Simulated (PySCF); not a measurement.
A GIAO shielding run with PySCF (density fitting, non-relativistic, gas phase) on `[O-]c1ccccc1O`, [C6H5O2]-:

```
$ OMP_NUM_THREADS=1 python probes_run.py task.json out

{"job": {"kind": "nmr", "xc": "PBE0", "basis": "pcSseg-1"}, "charge": -1, "multiplicity": 1}
O      1.568990     1.879928     0.466530
C      0.651231     1.007888     0.283089
C     -0.718370     1.133752     0.570589
C     -1.596408     0.092534     0.312819
C     -1.165917    -1.100387    -0.232769
C      0.189752    -1.271780    -0.535960
C      1.061922    -0.250707    -0.284227
O      2.415339    -0.292820    -0.535698
H     -1.083275     2.060728     0.999090
H     -2.650662     0.221271     0.547007
H     -1.867571    -1.903817    -0.428413
H      0.545830    -2.201888    -0.965499
H      2.644750     0.625783    -0.214286
```

Hardware: 1 thread of an Arm Neoverse N1, shared host. The job also computes population analyses, field gradients, ring-centre shieldings.

Question: How large is the calculation?

Answer: 58 electrons, 161 basis functions and 830 auxiliary functions.

Question: How long does it take, and how much memory does it need?

Answer: 28 s of wall time, with 15 SCF cycles and 5 response iterations; peak memory 0.73 GiB. Times on a shared host scatter by some tens of per cent.
